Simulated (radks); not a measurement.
Task: Excited configurations of Xe+: one electron is placed in a higher orbital outside [Kr] 4d10 5s2 5p4. The ground configuration is [Kr] 4d10 5s2 5p5. Calculated with a radial shooting solver on a logarithmic mesh with Libxc functionals: scalar-relativistic Kohn-Sham, BLYP, spin-polarised, spherical densities, point nucleus; open shells are filled with parallel spins first (spin-orbit coupling, left out, can overturn this in heavy ions). Excitation = E - E(ground); binding = E(ion) - E, where the ion is the core of charge +2; n* = 2/sqrt(2 binding) in atomic units, and the quantum defect is n - n*.

outer orbital  excitation (eV)  binding (eV)     n*  quantum defect  eigenvalue (eV)  <r> (bohr)
5d                      12.220         8.787  2.489           2.511           -5.754       3.554
5f                      18.015         2.993  4.264           0.736           -2.050       10.76
6s                      11.510         9.498  2.394           3.606           -7.286       4.554
6p                      13.952         7.056  2.777           3.223           -5.340       5.594
6d                      16.623         4.384  3.523           2.477           -3.317       8.286
6f                      18.856         2.151  5.030           0.970           -1.621       16.81
7s                      16.094         4.914  3.328           3.672           -3.878       8.729
7p                      16.990         4.018  3.681           3.319           -3.122       10.22

Estimate the row for 4f.

Result: excitation (eV) 17.078; binding (eV) 3.929; n* 3.722; quantum defect 0.278; eigenvalue (eV) -2.382; <r> (bohr) 6.668. The Delta-SCF ionisation energy is 21.007 eV (NIST Atomic Spectra Database: 20.975 eV, semi-empirical). Self-interaction in the functional shifts the binding energies and quantum defects, so they are the method's values and not measured ones. Open shells are spherical and high-spin; term and fine-structure splittings are not resolved. Spin-orbit splitting is averaged out at the scalar-relativistic level.
